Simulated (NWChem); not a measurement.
All runs are NWChem calculations. System: F₃Ga, charge 0, spin multiplicity 1, at a geometry optimised with PBE/def2-SVP. The structure started from a generated list of species. Level: CCSD(T)/def2-SVP, 12 core orbitals frozen.

Output (cleaned and shortened):

```
             Northwest Computational Chemistry Package (NWChem) 7.3.0
             --------------------------------------------------------

                                NWChem Input Module
                                -------------------

 Scaling coordinates for geometry "geometry" by  1.889725989
 (inverse scale =  0.529177249)

 Turning off AUTOSYM since
 SYMMETRY directive was detected!

                             Geometry "geometry" -> ""
                             -------------------------

 Output coordinates in angstroms (scale by  1.889725989 to convert to a.u.)

  No.       Tag          Charge          X              Y              Z
 ---- ---------------- ---------- -------------- -------------- --------------
    1 Ga                  31.0000     0.00000000     0.00000000     0.00000100
    2 F                    9.0000     0.00000000     0.00000000     1.74646000
    3 F                    9.0000    -1.51248000     0.00000000    -0.87323200
    4 F                    9.0000     1.51248000     0.00000000    -0.87323200

 Effective nuclear repulsion energy (a.u.)     296.1204119807

            Nuclear Dipole moment (a.u.)
            ----------------------------
        X                 Y               Z
 ---------------- ---------------- ----------------
     0.0000000000     0.0000000000    -0.0000094486

      Symmetry information
      --------------------

 Group name             C2v
 Group number             16
 Group order               4
 No. of unique centers     3

      Symmetry unique atoms

     1    2    3


 Summary of "ao basis" -> "" (spherical)
 ------------------------------------------------------------------------------
       Tag                 Description            Shells   Functions and Types
 ---------------- ------------------------------  ------  ---------------------
 *                          def2-svp                  on all atoms

 Summary of "ao basis" -> "ao basis" (spherical)
 ------------------------------------------------------------------------------
       Tag                 Description            Shells   Functions and Types
 ---------------- ------------------------------  ------  ---------------------
 Ga                         def2-svp                12       32   5s4p3d
 F                          def2-svp                 6       14   3s2p1d

                                 NWChem SCF Module
                                 -----------------
[...]
     2   0 2 0    -18.189341      0.000000      0.000000
     2   0 1 1      0.000000      0.000000      0.000000
     2   0 0 2    -27.329954      0.000000    147.044705

                   NWChem Extensible Many-Electron Theory Module
                   ---------------------------------------------


            General Information
            -------------------
      Number of processors :     1
         Wavefunction type : Restricted Hartree-Fock
          No. of electrons :    58
           Alpha electrons :    29
            Beta electrons :    29
           No. of orbitals :   148
            Alpha orbitals :    74
             Beta orbitals :    74
        Alpha frozen cores :    12
         Beta frozen cores :    12
     Alpha frozen virtuals :     0
      Beta frozen virtuals :     0
         Spin multiplicity : singlet
    Number of AO functions :    74
       Number of AO shells :    30
        Use of symmetry is : on
      Symmetry adaption is : on
         Schwarz screening : 0.10D-09

          Correlation Information
          -----------------------
          Calculation type : Coupled-cluster singles & doubles w/ perturbation
   Perturbative correction : (T)
            Max iterations :      100
        Residual threshold : 0.10D-05
     T(0) DIIS level shift : 0.00D+00
     L(0) DIIS level shift : 0.00D+00
     T(1) DIIS level shift : 0.00D+00
     L(1) DIIS level shift : 0.00D+00
     T(R) DIIS level shift : 0.00D+00
     T(I) DIIS level shift : 0.00D+00
   CC-T/L Amplitude update :  5-th order DIIS
                I/O scheme : Global Array Library
        L-threshold :  0.10D-05
        EOM-threshold :  0.10D-05
 no EOMCCSD initial starts read in
 TCE RESTART OPTIONS
 SLICE:      F
 D4D5:       F
 quantumc:   F
 qrotation:  F
 pwtce:      F
 qducc:      F
 nacto:                         0
 nrotv:                         0
 nrot:                          0

            Memory Information
            ------------------
          Available GA space size is     249031324 doubles
          Available MA space size is     104853140 doubles

 Maximum block size supplied by input
 Maximum block size        24 doubles

 tile_dim =     18

 -------------------------------------------------

 Global array virtual files algorithm will be used

 Parallel file system coherency ......... OK

 4-electron integrals stored in orbital form

 v2    file size   =           861750
 4-index algorithm nr.  13 is used
 imaxsize =       30
 imaxsize ichop =        0


CCSD iterations
 ---------------------------------------------------------
 Iter          Residuum       Correlation     Cpu    Wall
 ---------------------------------------------------------
    1   0.2002234196595  -0.7677516415640     0.3     0.3
    2   0.0505634703943  -0.7457636950121     0.3     0.3
    3   0.0164107079187  -0.7573435633375     0.3     0.3
    4   0.0076024423251  -0.7572379541398     0.2     0.2
    5   0.0026852337198  -0.7585088732723     0.3     0.3
    6   0.0009244604932  -0.7587421494598     0.4     0.4
    7   0.0005347371822  -0.7587154237803     0.4     0.4
    8   0.0001968153145  -0.7587351847993     0.3     0.3
    9   0.0001442943773  -0.7587347829837     0.2     0.2
   10   0.0000550221781  -0.7587443580865     0.2     0.2
   11   0.0000103017157  -0.7587484817703     0.2     0.2
   12   0.0000037295744  -0.7587473124840     0.2     0.2
   13   0.0000017407762  -0.7587473128220     0.2     0.2
   14   0.0000008476234  -0.7587472951906     0.2     0.2
 -----------------------------------------------------------------
 Iterations converged
 CCSD correlation energy / hartree =        -0.758747295190642
 CCSD total energy / hartree       =     -2221.951482261502406

 Singles contributions

 Doubles contributions
 CCSD(T)
 Using plain CCSD(T) code
             total no. of tasks          500
 total no. of tasks / no. procs          500
                         wl_min         1728           3.5
                         wl_max      2000376          11.2
        thresh for no. of tasks          500

 CCSD[T]  correction energy / hartree =        -0.018093921540421
 CCSD[T] correlation energy / hartree =        -0.776841216731064
 CCSD[T] total energy / hartree       =     -2221.969576183043046
 CCSD(T)  correction energy / hartree =        -0.014800079401493
 CCSD(T) correlation energy / hartree =        -0.773547374592135
 CCSD(T) total energy / hartree       =     -2221.966282340903945

 Task  times  cpu:       12.6s     wall:       12.6s

 Total times  cpu:       12.7s     wall:       12.7s
```

Question: Write an NWChem input that would produce this output.

Answer: One answer among several that fit: 
```
start mol
memory heap 100 mb stack 700 mb global 1900 mb
geometry units angstroms nocenter noautoz
  Ga     0.000000     0.000000     0.000001
  F      0.000000     0.000000     1.746460
  F     -1.512480     0.000000    -0.873232
  F      1.512480     0.000000    -0.873232
  symmetry group C2v
end
basis spherical
  * library def2-svp
end
scf
  rhf
  nopen 0
  maxiter 100
  thresh 1e-7
  semidirect memsize 60000000 filesize 0
end
tce
  freeze core 12
  ccsd(t)
  2eorb
  2emet 13
  thresh 1e-6
  maxiter 100
  tilesize 24
end
task tce energy
```
